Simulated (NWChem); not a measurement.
System: InNH3Cl; SMILES [NH2][InH][Cl]

Input file for NWChem:

```
start job
memory heap 200 mb stack 900 mb global 1100 mb
geometry units angstroms
  In    -0.179927    -0.373401    -0.136763
  H     -1.320267    -1.069604    -1.199694
  Cl     0.253420     1.869251    -0.153441
  N      0.743225    -1.361448     1.389817
  H      1.607398    -0.887623     1.638411
  H      0.967162    -2.336680     1.224113
end
basis spherical
  * library def2-svp
end
ecp
  In library def2-ecp
end
dft
  xc pbe0
  iterations 150
end
driver
  maxiter 120
end
task dft optimize
dft
  grid fine
  convergence energy 1d-8 density 1d-7
end
task dft freq numerical
```

def2 effective core potentials on In; no spin-orbit coupling.

The level has its own optimisation; frequencies are unscaled.

Question: Give the results of this calculation. (PBE0/def2-SVP with def2 effective core potentials on In.) Quantities: r H–In (Å); r Cl–In (Å); r In–N (Å); r H–N (Å); highest harmonic frequency (cm⁻¹); lowest (cm⁻¹); zero-point energy (kcal/mol).

Answer: 
| Quantity | Value |
|---|---|
| r H–In (Å) | 1.702 |
| r Cl–In (Å) | 2.362 |
| r In–N (Å) | 2.007 |
| r H–N (Å) | 1.014 |
| highest harmonic frequency (cm⁻¹) | 3716 |
| lowest (cm⁻¹) | 118 |
| zero-point energy (kcal/mol) | 20.0 |
